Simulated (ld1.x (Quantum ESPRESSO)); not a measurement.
**Reading a pseudo-wave (Sb)**

Columns: radius, all-electron u(r) and pseudo u(r) of the 5p shell (level -5.42 eV) of antimony in the configuration [Kr] 4d10 5s1 5p4; PBEsol, scalar-relativistic, PAW scheme, ld1.x (Quantum ESPRESSO) 7.5.

```json
{"r (bohr)": "0.123", "all-electron": "0.0066", "pseudo": "-0.0065"}
{"r (bohr)": "0.245", "all-electron": "-0.1869", "pseudo": "-0.0254"}
{"r (bohr)": "0.368", "all-electron": "-0.0280", "pseudo": "-0.0561"}
{"r (bohr)": "0.490", "all-electron": "0.1820", "pseudo": "-0.0966"}
{"r (bohr)": "0.613", "all-electron": "0.2877", "pseudo": "-0.1456"}
{"r (bohr)": "0.735", "all-electron": "0.2777", "pseudo": "-0.2000"}
{"r (bohr)": "0.858", "all-electron": "0.1901", "pseudo": "-0.2584"}
{"r (bohr)": "0.980", "all-electron": "0.0657", "pseudo": "-0.3175"}
{"r (bohr)": "1.103", "all-electron": "-0.0696", "pseudo": "-0.3759"}
{"r (bohr)": "1.225", "all-electron": "-0.1976", "pseudo": "-0.4308"}
{"r (bohr)": "1.348", "all-electron": "-0.3120", "pseudo": "-0.4814"}
{"r (bohr)": "1.470", "all-electron": "-0.4077", "pseudo": "-0.5259"}
{"r (bohr)": "1.593", "all-electron": "-0.4860", "pseudo": "-0.5643"}
{"r (bohr)": "1.715", "all-electron": "-0.5465", "pseudo": "-0.5955"}
{"r (bohr)": "1.838", "all-electron": "-0.5922", "pseudo": "-0.6203"}
{"r (bohr)": "1.960", "all-electron": "-0.6240", "pseudo": "-0.6383"}
{"r (bohr)": "2.083", "all-electron": "-0.6444", "pseudo": "-0.6504"}
{"r (bohr)": "2.205", "all-electron": "-0.6549", "pseudo": "-0.6567"}
{"r (bohr)": "2.328", "all-electron": "-0.6573", "pseudo": "-0.6575"}
{"r (bohr)": "2.450", "all-electron": "-0.6530", "pseudo": "-0.6530"}
{"r (bohr)": "2.573", "all-electron": "-0.6432", "pseudo": "-0.6432"}
{"r (bohr)": "2.695", "all-electron": "-0.6291", "pseudo": "-0.6291"}
{"r (bohr)": "2.818", "all-electron": "-0.6116", "pseudo": "-0.6116"}
{"r (bohr)": "2.940", "all-electron": "-0.5917", "pseudo": "-0.5917"}
{"r (bohr)": "3.063", "all-electron": "-0.5697", "pseudo": "-0.5697"}
{"r (bohr)": "3.185", "all-electron": "-0.5466", "pseudo": "-0.5466"}
```

Task: How many radial nodes do the two functions have?

Result: The all-electron 5p function has n − l − 1 = 3; the pseudo-wave has 0, since the states of the same l below it are removed with the core.

Task: At about which radius was the pseudo-wave matched?

Result: 2.45 bohr. The columns agree to 0.0005 from 2.33 bohr on; several derivatives are matched, so the curves merge somewhat inside the radius.

Task: Where does each function peak?

Result: Outermost all-electron maximum near 2.33 bohr, pseudo maximum near 2.33 bohr (to the table’s step).

Task: Is the pseudo-wave norm-conserving?

Result: No, it belongs to a PAW set: the norm inside the radius is not constrained, and the difference is carried by the augmentation charge.
